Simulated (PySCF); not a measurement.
**`InChI=1S/C7H4S3/c8-4-5-3-7-6(10-5)1-2-9-7/h1-4H`**

Geometry:
```json
{"atom": "S1", "x (Å)": "-4.112", "y (Å)": "-0.231", "z (Å)": "-0.690"}
{"atom": "C2", "x (Å)": "-2.999", "y (Å)": "-0.069", "z (Å)": "0.498"}
{"atom": "C3", "x (Å)": "-1.607", "y (Å)": "-0.036", "z (Å)": "0.279"}
{"atom": "C4", "x (Å)": "-0.928", "y (Å)": "-0.128", "z (Å)": "-0.923"}
{"atom": "C5", "x (Å)": "0.451", "y (Å)": "-0.055", "z (Å)": "-0.741"}
{"atom": "S6", "x (Å)": "1.828", "y (Å)": "-0.104", "z (Å)": "-1.789"}
{"atom": "C7", "x (Å)": "2.883", "y (Å)": "0.072", "z (Å)": "-0.431"}
{"atom": "C8", "x (Å)": "2.240", "y (Å)": "0.164", "z (Å)": "0.764"}
{"atom": "C9", "x (Å)": "0.846", "y (Å)": "0.092", "z (Å)": "0.594"}
{"atom": "S10", "x (Å)": "-0.511", "y (Å)": "0.143", "z (Å)": "1.649"}
{"atom": "H11", "x (Å)": "-3.334", "y (Å)": "0.020", "z (Å)": "1.527"}
{"atom": "H12", "x (Å)": "-1.431", "y (Å)": "-0.241", "z (Å)": "-1.865"}
{"atom": "H13", "x (Å)": "3.941", "y (Å)": "0.097", "z (Å)": "-0.604"}
{"atom": "H14", "x (Å)": "2.733", "y (Å)": "0.278", "z (Å)": "1.711"}
```

Computed, not measured: quadratic response CAM-B3LYP/def2-SVPD first hyperpolarisability, Taylor convention, gas phase in PySCF 2.14.0. Geometry: GFN2-xTB.

(1) What is the first hyperpolarisability, and how does it disperse?

Answers

(1) In au, Taylor convention; the vector part is βᵢ = ⅓ Σⱼ (βᵢⱼⱼ + βⱼᵢⱼ + βⱼⱼᵢ); β∥ is 3/5 of the vector part along the dipole, the dipole points from − to +:
| process | λ (nm) | β vector norm | β∥ | β HRS | depolarisation ratio |
| --- | --- | --- | --- | --- | --- |
| static β(0;0,0) | ∞ | 2414.2 | 1412.8 | 987.7 | 5.21 |
| second harmonic β(−2ω;ω,ω) | 1907 | 2910.3 | 1702.4 | 1189.6 | 5.23 |
| Pockels β(−ω;ω,0) | 1907 | 2562.7 | 1499.5 | – | – |
| Pockels β(−ω;ω,0) | 1340 | 2731.4 | 1598.0 | – | – |

Second harmonics within 0.3 eV of the first excitation or beyond it are left out.

Task: Which lowest excitations, dipole and polarisabilities go with it?

Result: S1 2.12 eV (f = 0.000); S2 3.46 eV (f = 0.515); S3 3.97 eV (f = 0.096); dipole 4.32 D; isotropic α 157.6 au static, 159.3 au at 1907 nm, 161.1 au at 1340 nm, 165.0 au at 953.5 nm.
